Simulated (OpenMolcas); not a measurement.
Mo3+ (d3) in a complex was computed by SS-CASPT2, IPEA 0.25 Eh, imaginary shift 0.1 Eh with the d shell active (OpenMolcas, ANO-RCC-VTZP on the metal). Its lowest spin-free states, and all those of the highest spin:

| 2S+1 | Degeneracy | E (cm-1) |
| --- | --- | --- |
| 4 | 1 | 0 |
| 2 | 2 | 11140 |
| 2 | 3 | 11250 |
| 2 | 3 | 17910 |
| 4 | 3 | 26390 |
| 4 | 3 | 32360 |
| 2 | 1 | 34330 |
| 2 | 3 | 36910 |
| 2 | 3 | 37020 |
| 2 | 2 | 37830 |
| 2 | 3 | 40840 |
| 2 | 3 | 44360 |
| 4 | 3 | 54840 |

Problem. Is the site octahedral, tetrahedral or cube-like, axial, or of lower symmetry?

Solution. The states with 2S+1 = 4 have orbital degeneracies 1, 3, 3, 3. Threefold states need a cubic site. For d3 at this spin an octahedron puts the single A2 below the threefold T2 and a tetrahedron or cube puts the threefold T1 below the threefold T2, so the site is octahedral. The first gap at this spin, 26400 cm-1, is |10Dq| in ligand-field theory. The run had Mo3+ with 6 ligands (fluoride) in octahedral coordination (Oh) at 2 Å. A charge of +0.5 e stands 2.8 Å behind each ligand. Ligand basis ANO-RCC-VDZP.

Roots that are degenerate in the reference are averaged as groups; the widest CASPT2 spread within a group is 110 cm-1 (the 2-fold group of multiplicity 2 near 11100 cm-1 above the lowest state of its run). Shifts and gaps below about the spread of the groups concerned are not significant. Over all roots computed the reference weight is 0.70 to 0.71; a low but even weight reflects the number of correlated electrons. The least metal-like active orbital is 83 % on the metal (Löwdin) and no ligand orbital is active, so the numbers are rough. Ligand-to-metal charge-transfer states are missing. With no ligand orbital active B as a rule stays too high, so bands that hang on it stand too high and its fall with covalency is understated. With one d shell and no ligand orbital active, 10Dq can be off by a tenth or more. No measured value stands beside these numbers; the geometry was imposed, not optimised, and the real ion may take another.
